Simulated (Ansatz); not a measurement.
The cluster Zn₂SF₂. Charge 0, multiplicity 1. Geometry PBE0-D4/def2-SVP, basis def2-TZVP, Ansatz.

Cartesian coordinates in Å:
```
Zn 0.794 0.376 -1.335
Zn -0.813 -0.672 1.201
S -0.090 -1.467 -0.663
F 1.527 1.841 -1.923
F -1.418 -0.078 2.721
```

```
run  HOMO (eV)  LUMO (eV)
  A      -7.26      -2.87
  B      -7.24      -2.70
  C     -10.75       0.67
  D      -6.88      -2.83
  E      -7.19      -3.26
  F      -9.20      -1.37
```

The structure comes from a short search, and lower isomers may exist.

The runs used B97M-V, BHLYP, HF, LDA (SPW92), r2SCAN, revPBE. Estimate which is which.

A B97M-V (0 % exact exchange); B r2SCAN (0 % exact exchange); C HF (100 % exact exchange); D revPBE (0 % exact exchange); E LDA (SPW92) (0 % exact exchange); F BHLYP (50 % exact exchange). Exact exchange lowers occupied and raises empty levels; among semilocal functionals meta-GGAs tend to open the gap a little, and such runs are hard to tell apart. The gap grows from 3.93 eV (LDA (SPW92)) to 11.42 eV (HF).
